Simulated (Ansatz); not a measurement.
Ansatz (a program for electronic structure) input file for Au₂H₆S₂Si₃, SMILES [SiH2]([SiH2][S][Au])[SiH2][S][Au], multiplicity 1, PBE-D3(BJ)/def2-SVP. 

Ansatz 0.2 input:
```yaml
crystal:
  periodic: [false, false, false]
  atoms:
    - {symbol: Au, position_ang: [-3.53086910, 0.00927027, -0.86804928]}
    - {symbol: S, position_ang: [-2.00668557, -0.85629287, 0.61490695]}
    - {symbol: Si, position_ang: [-1.68851258, 0.82718891, 1.93728077]}
    - {symbol: Si, position_ang: [0.00000000, -0.00000000, 3.35457348]}
    - {symbol: Si, position_ang: [1.68851258, -0.82718891, 1.93728076]}
    - {symbol: S, position_ang: [2.00668557, 0.85629287, 0.61490696]}
    - {symbol: Au, position_ang: [3.53086910, -0.00927027, -0.86804928]}
    - {symbol: H, position_ang: [-2.92282732, 1.20086864, 2.68815910]}
    - {symbol: H, position_ang: [-1.19221954, 2.03617666, 1.22198461]}
    - {symbol: H, position_ang: [0.53521505, 1.09196199, 4.22329332]}
    - {symbol: H, position_ang: [-0.53521504, -1.09196200, 4.22329332]}
    - {symbol: H, position_ang: [2.92282733, -1.20086864, 2.68815910]}
    - {symbol: H, position_ang: [1.19221955, -2.03617666, 1.22198461]}
basis:
  gaussian:
    orbitals: def2-SVP
hamiltonian:
  xc: pbe
  dispersion: d3bj
relax: {f_tol: 0.002, max_steps: 200}
```

Program output:

```
WARN ansatz: RAYON_NUM_THREADS=2 ignored (pool sized by the plan → 2); use --threads N
Functional definition: PBE
integrals: 0.19 GiB planned
1986 factors; their error is unknown
mean field: 0.84 GiB planned
mean field evaluation 1: about -52753.9243 eV, gradient 3.0e1 eV
mean field evaluation 2: about -52745.9917 eV, gradient 6.0e1 eV
mean field evaluation 4: about -52756.7771 eV, gradient 5.5e0 eV
mean field evaluation 8: about -52756.8620 eV, gradient 1.6e-1 eV
mean field evaluation 16: about -52756.7248 eV, gradient 2.9e-4 eV
mean field -52756.72478638 eV, -1938.7738761069 hartree, gradient 8.7e-6 eV, S^2 0.000000; 0 other end points of the search recorded, 0 dependent functions left out
the calculation of the forces begins
reference -52756.72484659 eV, -1938.7738783198 hartree; 59, 59 occupied and 125, 125 virtual orbitals, 1986 factors
relax step   1: F+E_penalty+E_count = -52757.30636481 eV  Δ(F+E_penalty+E_count) = +0.000e0 eV  max|allowed force component| = 2.083e-1 eV/Å  Δτ_max = 0.0000 Å  (32 SCF iters, accepted)
these checks for a lower state are left out or cut short: starts, cluster_reference, orbital_swaps, neighbouring_geometries, increment
integrals: 0.19 GiB planned
1986 factors; their error is unknown
mean field: 0.84 GiB planned
mean field -52756.73717019 eV, -1938.7743312035 hartree, gradient 1.9e-5 eV, S^2 0.000000; 0 other end points of the search recorded, 0 dependent functions left out
the calculation of the forces begins
reference -52756.73723016 eV, -1938.7743334076 hartree; 59, 59 occupied and 125, 125 virtual orbitals, 1986 factors
relax step   2: F+E_penalty+E_count = -52757.32153369 eV  Δ(F+E_penalty+E_count) = -1.517e-2 eV  max|allowed force component| = 9.503e-2 eV/Å  Δτ_max = 0.0355 Å  (32 SCF iters, accepted)
these checks for a lower state are left out or cut short: starts, cluster_reference, orbital_swaps, neighbouring_geometries, increment
integrals: 0.19 GiB planned
1986 factors; their error is unknown
mean field: 0.84 GiB planned
mean field evaluation 32: about -52756.7409 eV, gradient 1.3e-1 eV
mean field -52756.74094034 eV, -1938.7744697541 hartree, gradient 2.0e-5 eV, S^2 0.000000; 0 other end points of the search recorded, 0 dependent functions left out
the calculation of the forces begins
reference -52756.74100042 eV, -1938.7744719619 hartree; 59, 59 occupied and 125, 125 virtual orbitals, 1986 factors
relax step   3: F+E_penalty+E_count = -52757.32383982 eV  Δ(F+E_penalty+E_count) = -2.306e-3 eV  max|allowed force component| = 1.750e-2 eV/Å  Δτ_max = 0.0175 Å  (31 SCF iters, accepted)
these checks for a lower state are left out or cut short: starts, cluster_reference, orbital_swaps, neighbouring_geometries, increment
integrals: 0.19 GiB planned
1986 factors; their error is unknown
mean field: 0.84 GiB planned
mean field -52756.74136371 eV, -1938.7744853125 hartree, gradient 2.0e-5 eV, S^2 0.000000; 0 other end points of the search recorded, 0 dependent functions left out
the calculation of the forces begins
reference -52756.74142380 eV, -1938.7744875210 hartree; 59, 59 occupied and 125, 125 virtual orbitals, 1986 factors
relax step   4: F+E_penalty+E_count = -52757.32397023 eV  Δ(F+E_penalty+E_count) = -1.304e-4 eV  max|allowed force component| = 4.045e-3 eV/Å  Δτ_max = 0.0052 Å  (32 SCF iters, accepted)
these checks for a lower state are left out or cut short: starts, cluster_reference, orbital_swaps, neighbouring_geometries, increment
integrals: 0.19 GiB planned
1986 factors; their error is unknown
mean field: 0.84 GiB planned
mean field -52756.74151334 eV, -1938.7744908115 hartree, gradient 2.0e-5 eV, S^2 0.000000; 0 other end points of the search recorded, 0 dependent functions left out
the calculation of the forces begins
reference -52756.74157345 eV, -1938.7744930206 hartree; 59, 59 occupied and 125, 125 virtual orbitals, 1986 factors
relax step   5: F+E_penalty+E_count = -52757.32406589 eV  Δ(F+E_penalty+E_count) = -9.566e-5 eV  max|allowed force component| = 7.647e-3 eV/Å  Δτ_max = 0.0076 Å  (32 SCF iters, accepted)
these checks for a lower state are left out or cut short: starts, cluster_reference, orbital_swaps, neighbouring_geometries, increment
integrals: 0.19 GiB planned
1986 factors; their error is unknown
mean field: 0.84 GiB planned
mean field -52756.74156417 eV, -1938.7744926794 hartree, gradient 2.0e-5 eV, S^2 0.000000; 0 other end points of the search recorded, 0 dependent functions left out
the calculation of the forces begins
reference -52756.74162431 eV, -1938.7744948896 hartree; 59, 59 occupied and 125, 125 virtual orbitals, 1986 factors
relax step   6: F+E_penalty+E_count = -52757.32430315 eV  Δ(F+E_penalty+E_count) = -2.373e-4 eV  max|allowed force component| = 1.694e-2 eV/Å  Δτ_max = 0.0242 Å  (31 SCF iters, accepted)
these checks for a lower state are left out or cut short: starts, cluster_reference, orbital_swaps, neighbouring_geometries, increment
integrals: 0.19 GiB planned
1986 factors; their error is unknown
mean field: 0.84 GiB planned
mean field evaluation 64: about -52756.7420 eV, gradient 1.3e-1 eV
mean field -52756.74207401 eV, -1938.7745114157 hartree, gradient 2.0e-5 eV, S^2 0.000000; 0 other end points of the search recorded, 0 dependent functions left out
the calculation of the forces begins
reference -52756.74213421 eV, -1938.7745136281 hartree; 59, 59 occupied and 125, 125 virtual orbitals, 1986 factors
relax step   7: F+E_penalty+E_count = -52757.32449158 eV  Δ(F+E_penalty+E_count) = -1.884e-4 eV  max|allowed force component| = 1.188e-2 eV/Å  Δτ_max = 0.0330 Å  (30 SCF iters, accepted)
these checks for a lower state are left out or cut short: starts, cluster_reference, orbital_swaps, neighbouring_geometries, increment
integrals: 0.19 GiB planned
1986 factors; their error is unknown
mean field: 0.84 GiB planned
mean field -52756.74254839 eV, -1938.7745288489 hartree, gradient 2.0e-5 eV, S^2 0.000000; 0 other end points of the search recorded, 0 dependent functions left out
the calculation of the forces begins
reference -52756.74260863 eV, -1938.7745310626 hartree; 59, 59 occupied and 125, 125 virtual orbitals, 1986 factors
relax step   8: F+E_penalty+E_count = -52757.32455691 eV  Δ(F+E_penalty+E_count) = -6.533e-5 eV  max|allowed force component| = 5.432e-3 eV/Å  Δτ_max = 0.0166 Å  (31 SCF iters, accepted)
these checks for a lower state are left out or cut short: starts, cluster_reference, orbital_swaps, neighbouring_geometries, increment
integrals: 0.19 GiB planned
1986 factors; their error is unknown
mean field: 0.84 GiB planned
mean field -52756.74332483 eV, -1938.7745573825 hartree, gradient 2.0e-5 eV, S^2 0.000000; 0 other end points of the search recorded, 0 dependent functions left out
the calculation of the forces begins
reference -52756.74338511 eV, -1938.7745595979 hartree; 59, 59 occupied and 125, 125 virtual orbitals, 1986 factors
relax step   9: F+E_penalty+E_count = -52757.32459994 eV  Δ(F+E_penalty+E_count) = -4.303e-5 eV  max|allowed force component| = 5.231e-3 eV/Å  Δτ_max = 0.0152 Å  (33 SCF iters, accepted)
these checks for a lower state are left out or cut short: starts, cluster_reference, orbital_swaps, neighbouring_geometries, increment
integrals: 0.19 GiB planned
1986 factors; their error is unknown
mean field: 0.84 GiB planned
mean field -52756.74367758 eV, -1938.7745703457 hartree, gradient 2.0e-5 eV, S^2 0.000000; 0 other end points of the search recorded, 0 dependent functions left out
the calculation of the forces begins
reference -52756.74373788 eV, -1938.7745725618 hartree; 59, 59 occupied and 125, 125 virtual orbitals, 1986 factors
relax step  10: F+E_penalty+E_count = -52757.32459587 eV  Δ(F+E_penalty+E_count) = +4.068e-6 eV  max|allowed force component| = 1.031e-2 eV/Å  Δτ_max = 0.0105 Å  (33 SCF iters, rejected (line search))
these checks for a lower state are left out or cut short: starts, cluster_reference, orbital_swaps, neighbouring_geometries, increment
integrals: 0.19 GiB planned
1986 factors; their error is unknown
mean field: 0.84 GiB planned
mean field evaluation 96: about -52756.7437 eV, gradient 1.4e-4 eV
mean field -52756.74369454 eV, -1938.7745709691 hartree, gradient 2.3e-5 eV, S^2 0.000000; 0 other end points of the search recorded, 0 dependent functions left out
the calculation of the forces begins
reference -52756.74375484 eV, -1938.7745731850 hartree; 59, 59 occupied and 125, 125 virtual orbitals, 1986 factors
relax step  11: F+E_penalty+E_count = -52757.32461726 eV  Δ(F+E_penalty+E_count) = -1.733e-5 eV  max|allowed force component| = 4.006e-3 eV/Å  Δτ_max = 0.0051 Å  (24 SCF iters, accepted)
these checks for a lower state are left out or cut short: starts, cluster_reference, orbital_swaps, neighbouring_geometries, increment
integrals: 0.19 GiB planned
1986 factors; their error is unknown
mean field: 0.84 GiB planned
mean field -52756.74385407 eV, -1938.7745768317 hartree, gradient 6.6e-5 eV, S^2 0.000000; 0 other end points of the search recorded, 0 dependent functions left out
the calculation of the forces begins
reference -52756.74391438 eV, -1938.7745790479 hartree; 59, 59 occupied and 125, 125 virtual orbitals, 1986 factors
relax step  12: F+E_penalty+E_count = -52757.32462016 eV  Δ(F+E_penalty+E_count) = -2.893e-6 eV  max|allowed force component| = 4.061e-3 eV/Å  Δτ_max = 0.0019 Å  (21 SCF iters, accepted)
these checks for a lower state are left out or cut short: starts, cluster_reference, orbital_swaps, neighbouring_geometries, increment
integrals: 0.19 GiB planned
1986 factors; their error is unknown
mean field: 0.84 GiB planned
mean field -52756.74399017 eV, -1938.7745818332 hartree, gradient 4.3e-5 eV, S^2 0.000000; 0 other end points of the search recorded, 0 dependent functions left out
the calculation of the forces begins
reference -52756.74405048 eV, -1938.7745840497 hartree; 59, 59 occupied and 125, 125 virtual orbitals, 1986 factors
relax step  13: F+E_penalty+E_count = -52757.32462175 eV  Δ(F+E_penalty+E_count) = -1.596e-6 eV  max|allowed force component| = 2.060e-3 eV/Å  Δτ_max = 0.0014 Å  (21 SCF iters, accepted)
these checks for a lower state are left out or cut short: starts, cluster_reference, orbital_swaps, neighbouring_geometries, increment
integrals: 0.19 GiB planned
1986 factors; their error is unknown
mean field: 0.84 GiB planned
mean field -52756.74399012 eV, -1938.7745818314 hartree, gradient 3.0e-5 eV, S^2 0.000000; 0 other end points of the search recorded, 0 dependent functions left out
the calculation of the forces begins
reference -52756.74405043 eV, -1938.7745840479 hartree; 59, 59 occupied and 125, 125 virtual orbitals, 1986 factors
relax step  14: F+E_penalty+E_count = -52757.32462227 eV  Δ(F+E_penalty+E_count) = -5.217e-7 eV  max|allowed force component| = 6.897e-4 eV/Å  Δτ_max = 0.0005 Å  (20 SCF iters, accepted)
integrals: 0.19 GiB planned
1986 factors; their error is unknown
mean field: 0.84 GiB planned
mean field evaluation 128: about -52756.7440 eV, gradient 3.9e-2 eV
mean field -52756.74399012 eV, -1938.7745818314 hartree, gradient 3.0e-5 eV, S^2 0.000000; 1 other end points of the search recorded, 0 dependent functions left out
the calculation of the forces begins
reference -52756.74405043 eV, -1938.7745840479 hartree; 59, 59 occupied and 125, 125 virtual orbitals, 1986 factors
Total energy: -52757.32468259 eV, -1938.7959218860 hartree
Atom 0 at    -3.588388    -0.060878    -0.798679 Å, force    -0.000413     0.000070    -0.000314 eV/Å
Atom 1 at    -2.030169    -0.877464     0.643508 Å, force     0.000408     0.000110     0.000409 eV/Å
Atom 2 at    -1.688670     0.842756     1.916744 Å, force    -0.000391    -0.000690    -0.000337 eV/Å
Atom 3 at    -0.000000    -0.000000     3.333210 Å, force    -0.000000    -0.000000     0.000386 eV/Å
Atom 4 at     1.688670    -0.842756     1.916744 Å, force     0.000391     0.000690    -0.000337 eV/Å
Atom 5 at     2.030169     0.877465     0.643508 Å, force    -0.000408    -0.000110     0.000409 eV/Å
Atom 6 at     3.588388     0.060878    -0.798679 Å, force     0.000413    -0.000070    -0.000314 eV/Å
Atom 7 at    -2.915811     1.255206     2.686147 Å, force     0.000025     0.000083     0.000037 eV/Å
Atom 8 at    -1.164037     2.039844     1.172076 Å, force     0.000243     0.000127     0.000066 eV/Å
Atom 9 at     0.546363     1.099073     4.208461 Å, force     0.000301    -0.000186    -0.000054 eV/Å
Atom 10 at    -0.546363    -1.099073     4.208461 Å, force    -0.000301     0.000186    -0.000054 eV/Å
Atom 11 at     2.915811    -1.255206     2.686147 Å, force    -0.000025    -0.000083     0.000037 eV/Å
Atom 12 at     1.164037    -2.039844     1.172076 Å, force    -0.000243    -0.000127     0.000066 eV/Å
Dipole moment:     0.000000     0.000000    -0.309048 e Å
```

The run converged.
